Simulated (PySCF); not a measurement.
Level of theory: B3LYP-D3(BJ)/def2-TZVP // B3LYP-D3(BJ)/def2-SVP run with PySCF. All species are isolated molecules in the gas phase. One relaxed conformer stands for a flexible species; it need not be the lowest. B3LYP has the VWN-RPA correlation part, as in Gaussian. Excitations are Tamm–Dancoff values on a coarser integration grid. The basis has no diffuse functions, so Rydberg states are missing or too high.

Reference species (SMILES): `O[Si](O)(O)O` (neutral, multiplicity 1).

```yaml
HOMO: -8.85 eV
S1 excitation (TDA): 7.72 eV
S1–T1 gap (TDA): 0.32 eV
T1 excitation (TDA): 7.40 eV
```

After one change: the HOMO rises by 1.38 eV; the S1 excitation (TDA) decreases by 0.50 eV; the S1–T1 gap (TDA) falls by 0.16 eV; the T1 excitation (TDA) falls by 0.34 eV.

Q: Name the change that produced these shifts. The new species is one of these.
(A) `CC[Si](O)(O)O`
(B) `CC[Si](O)(O)CC`
(C) `CC[Si](CC)(CC)CC`
(D) `CC[Si](O)(CC)CC`

A: C, `CC[Si](CC)(CC)CC`
